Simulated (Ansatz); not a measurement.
Reaction (formal exchange of groups at the Si–Br bond): `Br[SiH2]Br` + `C=C` → `C=C[SiH2]Br` + HBr

Gas-phase electronic energies from Ansatz, PBE0-D4/def2-TZVP geometries. CCSD(T)/CBS is the MP2 limit (def2-TZVPP, def2-QZVPP) plus CCSD(T) − MP2 in def2-TZVPP, frozen cores. This one scheme is used for every species. DFT in def2-TZVPP. For Br outer-core shells are correlated without core-valence functions, which leaves a few kJ/mol of doubt a bond. Scalar relativity is left out up to krypton. Each species was taken in one conformer, which may not be the lowest.

```tsv
species	BLYP energy (Eh)
`Br[SiH2]Br`	-5439.14636
`C=C`	-78.57725
`C=C[SiH2]Br`	-2942.90919
HBr	-2574.78235
```

Task: Work out ΔE.

Result: ΔE = (-2942.90919) + (-2574.78235) − (-5439.14636) − (-78.57725) = 0.03207 Eh = +20.1 kcal/mol. CCSD(T)/CBS gives +20.6 kcal/mol.

Task: What do rigid-rotor, harmonic-oscillator terms from PBE0-D4/def2-TZVP frequencies (298.15 K, 1 bar) make of the CCSD(T)/CBS value? (Best estimate.)

Result: Ansatz gave: ΔZPE = -2.3 kcal/mol, ΔH = +18.7 kcal/mol, ΔS = 1 J/(mol·K), ΔG = +18.6 kcal/mol.

Largest T1 diagnostic among the species: 0.011.

From BLYP to BHLYP (50 % exact exchange), in def2-TZVPP and without D4, ΔE moves by +0.9 kcal/mol. In def2-TZVPP, CCSD(T) changes the Hartree–Fock value by −2.6 kcal/mol (the triples alone add −0.3 kcal/mol) and MP2 by −1.7 kcal/mol. At CCSD(T), def2-SVP lies −2.5 kcal/mol from the extrapolated value and def2-TZVPP −1.4 kcal/mol.
